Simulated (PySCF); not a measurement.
Start geometry of `CC#Cc1ccc(Br)cc1` from GFN2-xTB (Å):
```
atom  x, y, z in Å
C1    -3.8650   -0.1162   -0.2975
C2    -2.4334   -0.0723   -0.1204
C3    -1.2402   -0.0360    0.0286
C4     0.1624    0.0058    0.2061
C5     0.8835   -1.1739    0.3991
C6     2.2527   -1.1354    0.5725
C7     2.9028    0.0876    0.5521
Br8    4.7961    0.1438    0.7894
C9     2.2073    1.2705    0.3631
C10    0.8382    1.2272    0.1897
H11   -4.3609    0.2764    0.5903
H12   -4.1536    0.4885   -1.1571
H13   -4.1917   -1.1430   -0.4602
H14    0.3640   -2.1204    0.4135
H15    2.8134   -2.0457    0.7216
H16    2.7333    2.2132    0.3511
H17    0.2841    2.1419    0.0413
```

Question: What comes out of this run: PBE0-D3(BJ)/def2-SVP geometry optimisation, gas phase in PySCF?

Answer: 
```
atom  x, y, z in Å
C1    -4.9002   -0.4302   -0.6738
C2    -3.4598   -0.3896   -0.4960
C3    -2.2546   -0.3543   -0.3460
C4    -0.8385   -0.3154   -0.1688
C5    -0.1064   -1.4992    0.0275
C6     1.2719   -1.4652    0.2015
C7     1.9364   -0.2392    0.1808
Br8    3.8061   -0.1884    0.4171
C9     1.2337    0.9495   -0.0126
C10   -0.1446    0.9071   -0.1858
H11   -5.4213   -0.0374    0.2139
H12   -5.2108    0.1758   -1.5395
H13   -5.2505   -1.4606   -0.8406
H14   -0.6325   -2.4555    0.0427
H15    1.8334   -2.3885    0.3533
H16    1.7646    1.9028   -0.0268
H17   -0.7012    1.8338   -0.3372
```

The energy falls by 1.3 kcal/mol over 5 energy and gradient evaluations, the largest force component goes from 0.0165 to 2.0e-04 Eh/bohr, and the atoms move by 0.032 Å rms after alignment. The bond that changes most is C7–Br8 (aromatic C–Br carbon to aryl bromine), which shortens by 0.024 Å. Bonds longer at the end by more than 0.005 Å: 16 of 17; shorter: 1. Rotational constants go from 5524, 310.6, 294.6 to 5482, 307.6, 291.8 MHz. The orientation of the end geometry is arbitrary; only internal coordinates are fixed.

The run used 193 basis functions and 35 SCF cycles in all. The run took about 4 min of CPU time (one thread, shared machine).

Not checked by PBE0-D3(BJ)/def2-SVP frequencies.
